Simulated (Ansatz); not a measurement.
C2H6OSi (`C[SiH2]C=O`) from Hartree–Fock to CCSD(T)

Cartesian coordinates in Å:
```
C -1.2259 0.0513 0.7621
Si 0.3451 -0.6478 0.0538
C 1.1990 0.6765 -1.0529
O 0.7266 1.7739 -1.2194
H -1.9039 0.3483 -0.0406
H -1.0094 0.9373 1.3623
H -1.7338 -0.6806 1.3933
H 0.1097 -1.8425 -0.8052
H 1.3295 -1.0350 1.1032
H 2.1632 0.4187 -1.5566
```

Total charge 0; spin multiplicity 1. The structure was optimised at the PBE0-D4/def2-TZVP level. It is one conformer, not always the lowest. Frozen core, restricted reference, the Gaussian-basis code of Ansatz. CBS rows extrapolate triple and quadruple zeta; past MP2 they add the triple-zeta difference.

| basis | HF (Eh) | MP2 corr. |
| --- | --- | --- |
| def2-SVP | -442.79751 | -0.55418 |
| def2-TZVPP | -443.08313 | -0.68898 |
| def2-QZVPP | -443.09940 | -0.73806 |

Q: Estimate the CCSD correlation energy and the (T) correction in each basis where they were run (hartree).

A: 
```csv
basis,CCSD corr.,(T)
def2-SVP,-0.60066,-0.01817
def2-TZVPP,-0.72824,-0.02945
CBS(def2),-0.81368,as TZ
```
